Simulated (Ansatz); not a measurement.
Molecule: C₂H₉GeN (charge 0, singlet). 
Coordinates optimised at B3LYP-D3(BJ)/def2-TZVP (Ansatz, a first-principles code):
```xyz
13

C     -1.9318    -0.4455    -0.1103
N     -0.7558     0.1895     0.4568
C     -0.9414     1.6131     0.6741
Ge     0.8845    -0.3433    -0.2158
H     -2.2126    -0.0458    -1.0986
H     -1.7721    -1.5201    -0.2138
H     -2.7895    -0.3004     0.5556
H     -0.0567     2.0453     1.1448
H     -1.7894     1.7782     1.3477
H     -1.1439     2.1754    -0.2522
H      0.9189    -1.8787    -0.1508
H      1.9632     0.2918     0.6763
H      1.1072     0.1089    -1.6837
```
Charge 0, spin multiplicity 1.

Dipole moments at this geometry, in debye (magnitudes).

| level | program | dipole (D) |
|---|---|---|
| SVWN5/def2-TZVPD | Ansatz | 0.46 |
| PBE/def2-TZVPD | Ansatz | 0.45 |
| BLYP/def2-TZVPD | Ansatz | 0.45 |
| revPBE/def2-TZVPD | Ansatz | 0.45 |
| r2SCAN/def2-TZVPD | Ansatz | 0.47 |
| B97M-V/def2-TZVPD | Ansatz | 0.46 |
| BHLYP/def2-TZVPD | Ansatz | 0.50 |
| r2SCANh/def2-TZVPD | Ansatz | 0.48 |
| r2SCAN0/def2-TZVPD | Ansatz | 0.49 |
| CAM-B3LYP/def2-TZVPD | Ansatz | 0.50 |
| LC-wPBE/def2-TZVPD | Ansatz | 0.54 |
| wB97X-V/def2-TZVPD | Ansatz | 0.51 |
| CCSD(T)/aug-cc-pVDZ | Ansatz | 0.51 |
